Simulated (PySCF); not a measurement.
C₆ coefficients of unlike pairs at BLYP

Calculated with PySCF 2.14 from the dipole response of each species, C₆(A,B) = (3/π) ∫ α_A(iu) α_B(iu) du, in atomic units, from isotropic polarisabilities. For ions this is the dispersion term alone; charge-induced terms of lower order in 1/R come first.

```csv
species,configuration,basis,relativity,α (bohr³),C₆ (like pair)
S²⁺,[Ne] 3s2 3p2 (3P),"aug-cc-pV(T+d)Z with one added diffuse shell each of s, p, d, f type (7s6p5d3f)",none,7.285,26.33
Ne⁺,[He] 2s2 2p5 (2P),dyall-av3z (15s9p3d2f),spin-free X2C,1.352,2.398
S³⁺,[Ne] 3s2 3p1 (2P),def2-QZVPPD (10s7p5d2f1g),none,5.286,13.96
```

**Question.** Estimate C₆ for Ne⁺ with S²⁺.

**Answer.** The integral gives 7.123. The combination rule 2 C_A C_B / (C_A α_B/α_A + C_B α_A/α_B) gives 7.093 and the geometric mean 7.947.

No spin-orbit coupling is included.

The other pairs:

```csv
pair,C₆
"S³⁺, S²⁺",19.17
"S³⁺, Ne⁺",5.217
```
